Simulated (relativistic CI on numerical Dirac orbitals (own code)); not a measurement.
# Pt⁴⁺ (5d6) in a crystal field

Calculated by Dirac-Coulomb-Breit CI, separate exchange-only KLI orbitals for each configuration, model QED (radiative potential, 1s self-energy scaled to tabulated hydrogen-like ionisation energies), valence Slater integrals scaled by 0.9, one configuration in a parametric crystal field (own radial code). With so little scaling, terms lie 10 to 35 % too far apart, which can change the order of excited levels.

Field parameters in Wybourne normalisation: D3d B²₀ = −7Dσ, B⁴₀ = −14Dq − 21Dτ, B⁴₃ = −14√(10/7) Dq; D4h B²₀ = −7Ds, B⁴₀ = 21(Dq − Dt), B⁴₄ = 21√(5/14) Dq; Oh B⁴₀ = 21Dq, B⁴₄ = √(5/14) B⁴₀; Td as Oh with Dq negative (B⁴₀ = 21Dq, B⁴₄ = √(5/14) B⁴₀). The field is a parameter set, without covalency.

S is read from ⟨S²⟩ = S(S + 1).

Powder χT (cm³ K mol⁻¹) by Van Vleck's formula, with temperature-independent terms:

| Field | 2 K | 5 K | 10 K | 20 K | 50 K | 100 K | 200 K | 300 K |
| --- | --- | --- | --- | --- | --- | --- | --- | --- |
| D3d, 10Dq = 14950, Dσ = 630, Dτ = 70 cm⁻¹ | 0.00161 | 0.00402 | 0.00805 | 0.0161 | 0.0402 | 0.0805 | 0.161 | 0.241 |
| D3d, 10Dq = 39250, Dσ = -400, Dτ = -440 cm⁻¹ | 0.000251 | 0.000628 | 0.00126 | 0.00251 | 0.00628 | 0.0126 | 0.0251 | 0.0377 |
| D4h, 10Dq = 17450, Ds = 690, Dt = 1190 cm⁻¹ | 0.00571 | 0.0143 | 0.0286 | 0.0571 | 0.143 | 0.286 | 0.572 | 0.866 |
| D4h, 10Dq = 17600, Ds = 2760, Dt = 1050 cm⁻¹ | 0.0134 | 0.0335 | 0.0669 | 0.134 | 0.335 | 0.675 | 1.4 | 2 |
| D4h, 10Dq = 23000, Ds = -190, Dt = 380 cm⁻¹ | 0.000617 | 0.00154 | 0.00309 | 0.00617 | 0.0154 | 0.0309 | 0.0617 | 0.0926 |
| Oh, 10Dq = 18500 cm⁻¹ | 0.000811 | 0.00203 | 0.00406 | 0.00811 | 0.0203 | 0.0406 | 0.0811 | 0.122 |
| Oh, 10Dq = 32250 cm⁻¹ | 0.000301 | 0.000751 | 0.0015 | 0.00301 | 0.00751 | 0.015 | 0.0301 | 0.0451 |
| Td, 10Dq = -15200 cm⁻¹ | 0.00807 | 0.0202 | 0.0404 | 0.0807 | 0.202 | 0.404 | 0.833 | 1.29 |

Question: For D4h, 10Dq = 17450, Ds = 690, Dt = 1190 cm⁻¹: what effective moment follows at 300 K?

Answer: μ_eff = √(8χT) = 2.63 μB. The ground level has S = 1.48; the spin-only moment for S = 1 is 2.83 μB. The difference comes from the orbital moment, spin-orbit mixing of terms and temperature-independent paramagnetism, all larger in this ionic model than in covalent complexes. The ground level is a non-magnetic singlet, so χT starts at zero and rises through temperature-independent paramagnetism and the filling of excited levels.
